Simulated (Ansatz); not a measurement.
Basis sets compared for Ag2Te4. The state is a singlet with charge 0. Geometry PBE0-D4/def2-SVP. Ansatz on 4 threads of Arm Neoverse V2 on a shared host; times are rough, and most runs start from earlier orbitals.

Cartesian coordinates in Å:
```
Ag -2.068 -1.156 0.108
Ag -0.273 2.322 0.391
Te 0.109 -2.609 0.781
Te -1.114 0.711 -1.687
Te 1.220 -0.570 -0.697
Te 2.127 1.302 1.104
```

In the def2 sets Ag, Te take a core potential; there is no spin–orbit coupling. Another isomer (singlet) lies 0.66 eV lower at PBE0-D4/def2-TZVP; other spin states weren't run for this one.

Binding counts from free atoms (Ag doublet, Te triplet) in the same basis, without a counterpoise term.

```json
{"level": "PBE-D4/def2-SVP", "functions": "166", "energy (Eh)": "-1366.1909", "HOMO (eV)": "-4.98", "LUMO (eV)": "-4.04", "binding per atom (eV)": "2.02", "wall time": "3.4 s"}
{"level": "PBE0-D4/def2-SVP", "functions": "166", "energy (Eh)": "-1366.2190", "HOMO (eV)": "-5.86", "LUMO (eV)": "-3.33", "binding per atom (eV)": "1.88", "wall time": "7.5 s"}
```

Task: Estimate the rows for PBE-D4/def2-TZVP (with forces), PBE0-D4/def2-TZVP.

Result: 
| level | functions | energy (Eh) | HOMO (eV) | LUMO (eV) | binding per atom (eV) | wall time |
| --- | --- | --- | --- | --- | --- | --- |
| PBE-D4/def2-TZVP (with forces) | 280 | -1366.3132 | -5.02 | -4.00 | 2.06 | 8 s |
| PBE0-D4/def2-TZVP | 280 | -1366.3362 | -5.88 | -3.26 | 1.93 | 15 s |
